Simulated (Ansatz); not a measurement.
Stepwise reaction of `[CH3][Al]([Cl])[Cl]` with ammonia, as a gas-phase model of exchange steps in deposition or etching. ΔE in kJ/mol.

Gas-phase electronic energies from Ansatz, PBE0-D4/def2-TZVP geometries. CCSD(T)/CBS adds triple-zeta CCSD(T) − MP2 to the extrapolated MP2 energy (def2 sets, frozen cores). This one scheme is used for every species. DFT in def2-TZVPP. B3LYP here is the variant with VWN-RPA as its local correlation; programs differ in this. Each species was taken in one conformer, which may not be the lowest.

```csv
step,reaction,PBE-D4,B3LYP-D4,ωB97M-V,CCSD(T)/CBS
1,`[CH3][Al]([Cl])[Cl]` + NH₃ → `[CH3][Al]([NH2])[Cl]` + HCl,69.7,67.8,69.5,69.7
2,`[CH3][Al]([NH2])[Cl]` + NH₃ → `[CH3][Al]([NH2])[NH2]` + HCl,88.1,86.5,88.2,87.1
```

Problem. By hand: ΔE of the 2 steps together at CCSD(T)/CBS.

Solution. (69.7) + (87.1) = 156.8 kJ/mol, or 78.4 kJ/mol a step.

In ΔE each step is higher than the one before. All are uphill at CCSD(T)/CBS. PBE-D4 differs from CCSD(T)/CBS by 0.0 to 1.0 kJ/mol a step. Isolated molecules leave out the surface, adducts and barriers. Largest T1 diagnostic: 0.010.
